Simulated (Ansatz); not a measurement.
**How methods differ on SnTe (SMILES [Sn][Te])**

SnTe: 2 atoms, total charge 0, spin state singlet. SMILES: `[Sn][Te]`. The shape comes from GFN2-xTB, which is rough for such elements, and wasn't checked as a minimum.

```xyz
2

Sn    0.0000    0.0000    0.0000
Te    0.0000    0.0000    2.5368
```

Each level gives the energy change with the Sn1–Te2 bond stretched from 2.537 to 5.036 Å (eV). The values are calculated.

| level | kind | program | value (eV) | less FCI/STO-3G | CPU time (all runs) |
| --- | --- | --- | --- | --- | --- |
| HF/STO-3G (restricted) | Hartree–Fock | Ansatz | 7.39 | +2.33 | 2.8 s |
| PBE/STO-3G (restricted) | GGA | Ansatz | 7.07 | +2.01 | 12 s |
| PBE0/STO-3G (restricted) | global hybrid | Ansatz | 8.27 | +3.21 | 15 s |
| wB97M-V/STO-3G (restricted) | range-separated hybrid | Ansatz | 8.17 | +3.11 | 27 s |
| B2PLYP/STO-3G (restricted) | double hybrid | Ansatz | 8.07 | +3.01 | 12 s |
| RPA@PBE/STO-3G (restricted) | RPA | Ansatz | 4.12 | -0.94 | 21 s |
| CCSD(T)/STO-3G (restricted) | coupled cluster or CI | Ansatz | 7.84 | +2.78 | 13 s |
| FCI/STO-3G | exact in the basis | Ansatz | 5.06 | 0.00 | 22 s |

FCI/STO-3G is exact within its basis and frozen core, so for wave-function methods in that basis the difference is their error; functionals converge differently with the basis, so for them it is only a difference. A spin-restricted reference rises too steeply as a bond breaks; here HF/STO-3G, PBE/STO-3G, PBE0/STO-3G, wB97M-V/STO-3G, B2PLYP/STO-3G, CCSD(T)/STO-3G lie well above the multireference or unrestricted value. All-electron rows without a relativistic Hamiltonian named are non-relativistic. The first shape isn't each level's own minimum. The values span 4.12 to 8.27 eV. All rows use very small basis sets, so none should be taken for the real molecule's value. In the correlated wave-function rows the outer d shell of Sn, Te is correlated, in sets not made for it. In so small a basis fixed costs decide the times, and correlated methods can beat functionals. CPU times are rough (shared hosts, several kinds of processor and program).
